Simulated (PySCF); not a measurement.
Delta-SCF ions had no search for a lower state. Excitations are Tamm–Dancoff values on a coarser integration grid. The basis has no diffuse functions, so Rydberg states are missing or too high.

Z-matrix (Å, degrees):
```
C
C 1 1.4266
C 2 1.3772 1 122.84
H 3 1.0909 2 119.02 1 -180.00
C 3 1.4067 4 120.68 2 -180.00
C 5 1.3719 3 119.59 4 180.00
H 5 1.0920 6 120.85 3 -180.00
H 6 1.0925 5 120.67 7 0.00
C 6 1.4172 8 118.41 5 -180.00
C 9 1.4179 6 119.50 8 0.00
C 10 1.3692 9 120.73 6 -180.00
H 11 1.0923 10 120.68 9 -180.00
H 10 1.0930 11 120.87 12 0.00
C 11 1.4102 12 119.77 10 180.00
C 14 1.3876 11 122.91 12 180.00
H 14 1.0929 15 119.06 1 -180.00
Cl 2 1.7354 3 116.56 4 0.00
Si 15 1.8983 14 112.99 16 0.00
H 18 1.4916 15 114.04 14 116.07
H 18 1.4916 19 110.23 15 -129.78
H 18 1.4986 19 107.06 20 -116.12
```
Charge 0, spin multiplicity 1.

What S1 oscillator strength, HOMO–LUMO gap, vertical ionisation energy (Delta-SCF), total energy, HOMO, T1 excitation (TDA), LUMO and dipole moment does PySCF 2.14.0 with PBE-D3(BJ)/def2-TZVP // PBE0-D4/def2-SVP give?


```yaml
S1 oscillator strength: 0.102
HOMO–LUMO gap: 3.16 eV
vertical ionisation energy (Delta-SCF): 7.85 eV
total_energy: -30899.17 eV
HOMO: -5.62 eV
T1 excitation (TDA): 2.77 eV
LUMO: -2.46 eV
dipole_moment: 2.41 D
```
